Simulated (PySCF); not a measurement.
# Reading the logs of faulty runs: CGe2H6O

All numbers below are calculated, not measured. The program is PySCF 2.14.0, an open-source quantum chemistry code, run on an isolated molecule that a program drew, which may never have been made. The molecule is CGe2H6O (charge 0, singlet), drawn as the SMILES string `[CH2]=[GeH][O][GeH3]`.

Each row is a Hartree-Fock (HF) and frozen-core CCSD(T) single point in the cc-pVDZ basis, meant for a local HF minimum. Run 1 is clean. Each other run has one planted mistake out of seven kinds, and not every kind appears here: one electron removed, one electron added, multiplicity raised by two, geometry at a saddle point, minimal basis STO-3G, one bond length entered in bohr, all coordinates scaled. The reference is restricted for singlets and unrestricted otherwise, and also for a bond in bohr. Adding or removing an electron swaps singlet and doublet. Electrons count all cores. HOMO and LUMO are orbital energies over both spins, the gradient is its largest component, and the lowest frequency (negative if imaginary) is given only where the gradient is small. Bond lengths are over the 9 bonds as drawn. T1 is the CCSD diagnostic: over 0.02 (restricted) or 0.045 (unrestricted) a single reference is doubtful. Germanium has the cc-pVDZ-PP basis, with a core potential (ECP10MDF) in place of its 10 inner electrons, and its 3s, 3p and 3d shells are frozen in CCSD(T).

Geometry of the clean run:
```xyz
10
CGe2H6O, angstrom
C     2.2003   -0.5159    2.0539
Ge    3.2368    0.1205    0.7920
O     2.9278   -0.0401   -0.9231
Ge    1.6726   -0.7753   -1.9501
H     1.2880   -1.0577    1.8422
H     2.4704   -0.3690    3.0914
H     4.5293    0.8902    0.9426
H     2.0994   -0.4999   -3.3877
H     1.6183   -2.2763   -1.6619
H     0.3290   -0.1179   -1.6312
```

| run | electrons | basis functions | <S^2> | HOMO (eV) | LUMO (eV) | gradient (hartree/bohr) | lowest frequency (cm^-1) | mean bond (Å) | longest bond (Å) | T1 | HF (hartree) | CCSD(T) (hartree) | mistake |
|---|---|---|---|---|---|---|---|---|---|---|---|---|---|
| 1 | 84 | 104 | 0.000 | -8.16 | 2.93 | 3.5e-06 | 37 | 1.5048 | 1.781 | 0.0152 | -702.94150 | -703.52183 | no fault |
| 2 | 85 | 104 | 0.883 | 2.26 | 7.47 | 2.9e-02 | - | 1.5048 | 1.781 | 0.0304 | -702.84023 | -703.44818 | one electron added |
| 3 | 83 | 104 | 0.758 | -16.45 | -5.87 | 9.4e-02 | - | 1.5048 | 1.781 | 0.0211 | -702.69614 | -703.23252 | one electron removed |
| 4 | 84 | 104 | 0.976 | -7.69 | 1.28 | 8.7e-03 | - | 1.6560 | 2.890 | 0.0476 | -702.83757 | -703.40596 | one bond length entered in bohr |
| 5 | 84 | 104 | 2.029 | -5.23 | 1.06 | 8.9e-02 | - | 1.5048 | 1.781 | 0.0160 | -702.86140 | -703.40571 | ? |
| 6 | 84 | 104 | 0.000 | -7.99 | 2.60 | 3.1e-02 | - | 1.5725 | 1.861 | 0.0172 | -702.92181 | -703.51579 | ? |

**Which mistake was planted in run 5, and what did it cost?**

Electrons, basis and geometry are unchanged, and <S^2> is 2.029, beside S(S+1) = 2.00 for a multiplicity of 3. So the mistake is: multiplicity raised by two. Subtracting run 1 and multiplying by 627.51 kcal/mol a hartree, the energy moved by 50.3 kcal/mol in HF and 72.9 kcal/mol in CCSD(T).

**Which mistake was planted in run 6, and what did it cost?**

The mean and the longest bond both change by the same factor, 1.045, and the gradient is no longer small. So the mistake is: all coordinates scaled. Subtracting run 1 and multiplying by 627.51 kcal/mol a hartree, the energy moved by 12.4 kcal/mol in HF and 3.8 kcal/mol in CCSD(T).

Cautions from the logs. Run 2: the HOMO is above zero, so the electron isn't bound and the energy depends on the basis; run 4: T1 is over the limit, so its CCSD(T) energy is less reliable.
